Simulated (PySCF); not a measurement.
Correlation energy of Ag (silver, neutral)

[Kr] 4d10 5s1, 2S determinant. Computed with PySCF 2.14 in def2-SVP with the def2 core potential (28 electrons), with scalar relativity through the core potential. Frozen: 4s2 4p6; 11 electrons correlated.

MP2 pair energies summed by pair of shells (mhartree):

```tsv
pair	energy	share (%)
4d-4d	-208.31	90.4
4d-5s	-22.02	9.6
```

Total MP2 correlation energy: -230.33 mhartree.

Same-spin part -88.80 and opposite-spin part -141.53 mhartree; SCS-MP2 scales them by 1/3 and 6/5 to -199.43 mhartree.

```csv
level,correlation energy (mhartree)
CCSD,-222.98
(T),-5.35
CCSD(T),-228.33
```

Diagnostics: T1 = 0.012, D1 = 0.0503, largest double amplitude 0.023.

Task: Is a single reference adequate?

Result: Yes, within this model without spin-orbit coupling: T1 lies below 0.03 and no double amplitude reaches 0.07.
